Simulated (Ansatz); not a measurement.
Ansatz (an electronic-structure program) input:

Ansatz 0.2 input:
```yaml
crystal:
  periodic: [false, false, false]
  atoms:
    - {symbol: C, position_ang: [-0.37300438, -1.35189670, -1.42660442]}
    - {symbol: Si, position_ang: [-0.04465158, -0.09153145, -0.11258860]}
    - {symbol: C, position_ang: [0.03341473, 1.65269301, -0.88527835]}
    - {symbol: C, position_ang: [-1.40723281, -0.16872389, 1.22279103]}
    - {symbol: C, position_ang: [1.63919123, -0.43055031, 0.74572753]}
    - {symbol: H, position_ang: [-0.88772337, -2.27643705, -1.23150083]}
    - {symbol: H, position_ang: [-0.05593072, -1.22576397, -2.44682367]}
    - {symbol: H, position_ang: [0.28452932, 2.40562972, -0.14427164]}
    - {symbol: H, position_ang: [-0.91704501, 1.93178926, -1.32890293]}
    - {symbol: H, position_ang: [0.78607447, 1.69819685, -1.66611668]}
    - {symbol: H, position_ang: [-2.37935214, 0.08421919, 0.81146106]}
    - {symbol: H, position_ang: [-1.47966152, -1.16543353, 1.64674710]}
    - {symbol: H, position_ang: [-1.20537222, 0.51984871, 2.03773626]}
    - {symbol: H, position_ang: [1.65054074, -1.41194156, 1.20859247]}
    - {symbol: H, position_ang: [2.45563229, -0.39130026, 0.03187546]}
    - {symbol: H, position_ang: [1.83763150, 0.30524467, 1.51921571]}
basis:
  gaussian:
    orbitals: def2-TZVP
hamiltonian:
  xc: b3lyp
  dispersion: d3bj
magnetization: {spin_polarized: true, initial_magnetization: 1}
relax: {f_tol: 0.002, max_steps: 150}
```

Task: What final total energy does it print?

Result: -448.64317 Eh (B3LYP-D3(BJ)/def2-TZVP). The basis has 227 functions.

It need not be the lowest isomer of its formula.
